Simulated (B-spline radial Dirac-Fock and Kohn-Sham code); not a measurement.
**Subshell photoionisation cross sections of Yb against photon energy**

System: the free ytterbium atom, configuration 1s2 2s2 2p6 3s2 3p6 3d10 4s2 4p6 4d10 4f14 5s2 5p6 6s2.

Input file task.json (cfg lists n, l and occupation; rrms is the nuclear radius in fm):

```json
{"items": [{
  "Z": 70,
  "q": 0,
  "cfg": [[1, 0, 2], [2, 0, 2], [2, 1, 6], [3, 0, 2], [3, 1, 6], [3, 2, 10], [4, 0, 2], [4, 1, 6], [4, 2, 10], [4, 3, 14], [5, 0, 2], [5, 1, 6], [6, 0, 2]],
  "A": 174,
  "rrms": 5.3108,
  "do": ["binding", "quiet", "photo"],
  "hv": [45.4, 128.0, 538.0, 726.0, 1100.0, 1530.0, 1740.0, 2450.0, 2540.0, 2830.0, 7890.0, 8080.0, 10400.0, 10600.0, 15200.0, 30800.0, 36700.0, 64000.0, 73900.0, 87700.0, 104000.0, 118000.0, 125000.0]
}]}
```

Launch: `python xray_run.py task.json out`

Level of theory: the independent-particle Dirac-Slater model, thresholds from Dirac-Fock; a radial B-spline solver. Values are in kb per electron; a dash marks an energy below the computed threshold.

```
hν (eV)       3s     4d5/2     4f7/2     5p3/2        6s
   45.4        –         –       381       946      9.27
    128        –         –       562      40.7      4.40
    538        –      69.6      97.9      8.66     0.693
    726        –      57.2      46.2      5.88     0.445
   1100        –      32.3      13.8      3.25     0.236
   1530        –      17.4      4.77      1.92     0.140
   1740        –      13.3      3.08      1.55     0.113
   2450     17.0      6.01     0.913     0.838    0.0633
   2540     16.1      5.50     0.799     0.783    0.0595
   2830     13.9      4.18     0.535     0.637    0.0492
   7890     2.56     0.210   0.00855    0.0701   0.00729
   8080     2.45     0.195   0.00772    0.0662   0.00695
  10400     1.50    0.0843   0.00256    0.0357   0.00421
  10600     1.45    0.0790   0.00235    0.0341   0.00405
  15200    0.705    0.0225  0.000460    0.0134   0.00193
  30800    0.154   0.00161  1.67e-05   0.00185  0.000415
  36700    0.103  0.000816  7.21e-06   0.00110  0.000278
  64000   0.0276  8.97e-05  4.86e-07  0.000197  7.39e-05
  73900   0.0194  5.03e-05  2.42e-07  0.000125  5.18e-05
  87700   0.0126  2.53e-05  1.06e-07  7.20e-05  3.38e-05
 104000  0.00819  1.28e-05  4.67e-08  4.16e-05  2.19e-05
 118000  0.00593  7.71e-06  2.57e-08  2.76e-05  1.59e-05
 125000  0.00511  6.13e-06  1.96e-08  2.29e-05  1.37e-05
```

At 125000 eV the multipoles beyond E1 give 23.1 % of 3s, 62.3 % of 4d5/2, 76.3 % of 4f7/2, 40.4 % of 5p3/2, 23.3 % of 6s.

Run: 8.0 s of CPU time on 1 thread of Neoverse-V1 (shared host), peak memory 0.44 GiB.
